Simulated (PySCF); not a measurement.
# Two-component Hartree-Fock for Ru³⁺ (ruthenium, charge +3)

Start: [Kr] 4d5; 4d5/2 filled at m_j = -3/2, -1/2, +1/2, +3/2, +5/2. Calculated with PySCF 2.14 in x2c-TZVPall-2c (8s9p7d1f, 77 functions): generalised Hartree-Fock with the X2C-1e Hamiltonian and a Gaussian nucleus; one run each with spin-orbit coupling (SO) switched off, then screened by Boettger's factors. This is a chosen level, not necessarily the ground level.

| spinor shell | electrons | ε, spin-free (eV) | ε, screened SO (eV) | weight of nominal j (screened SO) | rms radius, screened SO (bohr) |
| --- | --- | --- | --- | --- | --- |
| 1s1/2 | 2 | -22270.4 | -22269.1 | 1.000 | 0.0384 |
| 2s1/2 | 2 | -3312.4 | -3312.0 | 1.000 | 0.158 |
| 2p1/2 | 2 | -2963.6 | -3054.1 | 1.000 | 0.137 |
| 2p3/2 | 4 | -2963.6 | -2921.4 | 1.000 | 0.142 |
| 3s1/2 | 2 | -646.86 | -646.76 | 1.000 | 0.428 |
| 3p1/2 | 2 | -529.23 | -545.18 | 1.000 | 0.425 |
| 3p3/2 | 4 | -529.23 | -521.75 | 1.000 | 0.435 |
| 3d3/2 | 4 | -340.09 | -342.96 | 0.957 | 0.417 |
| 3d5/2 | 6 | -340.09 | -338.07 | 0.972 | 0.420 |
| 4s1/2 | 2 | -128.34 | -128.32 | 1.000 | 1.08 |
| 4p1/2 | 2 | -92.399 | -98.948 | 0.662 | 1.19 |
| 4p3/2 | 4 | -92.399 | -89.195 | 0.831 | 1.19 |
| 4d5/2 | 5 | -46.181 | -46.173 | 0.570 | 1.53 |

| quantity | spin-free | screened SO |
| --- | --- | --- |
| E (hartree) | -4525.91695 | -4526.56016 |
| M_J | 5/2 | 5/2 |
| ⟨J²⟩ | 8.751 | 8.751 |
| ⟨L²⟩ | 0.000 | 0.024 |
| ⟨S²⟩ | 8.751 | 8.726 |

Each row is a mean over spinors that exchange with the open shell spreads, by up to 11.118 eV (4p3/2).

Rows whose weight is well below 1 are mixtures of j = l ± 1/2: exchange outweighs spin-orbit coupling there, and the label is only the starting occupation.

Breit and QED terms are absent; they matter most for the inner s and p1/2 levels.

Densities and radii are taken from the X2C orbitals without a picture-change correction, which distorts them close to the nucleus.

Without spin-orbit coupling the j labels of p, d and f shells carry no meaning; the spin-free column gives the mean over the occupied spinors of each nl shell.
